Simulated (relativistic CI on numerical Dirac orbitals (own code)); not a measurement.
## Transition arrays of Ag19+

Computed by Dirac-Coulomb-Breit CI, separate exchange-only KLI orbitals for each configuration, model QED, valence Slater integrals scaled by 0.9, whole transition arrays (own radial code, finite nucleus).

CI space (outside the closed core [Ar]): 3d10, 3d9 4f, 3d9 4p, 3d9 5f. Levels of other configurations are missing.

All E1 lines from the levels of 3d10; mean and standard deviation are weighted by gf, and upper levels are sorted by their leading configuration.

| Upper configuration | Lines | Σgf | Mean (eV) | Mean (nm) | σ (eV) | Strongest line (nm) |
| --- | --- | --- | --- | --- | --- | --- |
| 3d9 4f | 3 | 5.1 | 542.54 | 2.285 | 3.04 | 2.282 |
| 3d9 4p | 3 | 0.5 | 397.65 | 3.118 | 1.99 | 3.123 |
| 3d9 5f | 3 | 2.6 | 666.97 | 1.859 | 3.06 | 1.856 |

Σgf per state of the lower configuration in bins of 0.05 nm over the central range (centre: value): 1.875: 2.57, 2.275: 4.80, 2.325: 0.28, 3.075: 0.07, 3.125: 0.44.

Q: How do configuration mixing and the scaling of the Slater integrals move the arrays?

A: Slater scale 0.9, no configuration mixing: 3d9 4f 543.5 ± 3.0 eV (Σgf 5.7), 3d9 4p 397.7 ± 2.0 eV (Σgf 0.5), 3d9 5f 666.0 ± 3.1 eV (Σgf 1.9); Slater scale 1: 3d9 4f 544.0 ± 3.0 eV (Σgf 5.1), 3d9 4p 397.9 ± 2.0 eV (Σgf 0.5), 3d9 5f 667.7 ± 3.1 eV (Σgf 2.6); Slater scale 0.8: 3d9 4f 541.1 ± 3.0 eV (Σgf 5.1), 3d9 4p 397.4 ± 2.0 eV (Σgf 0.5), 3d9 5f 666.3 ± 3.1 eV (Σgf 2.6). With mixing, levels are counted to their leading configuration, so an array can shrink or vanish into another, and the sums then hold other lines.
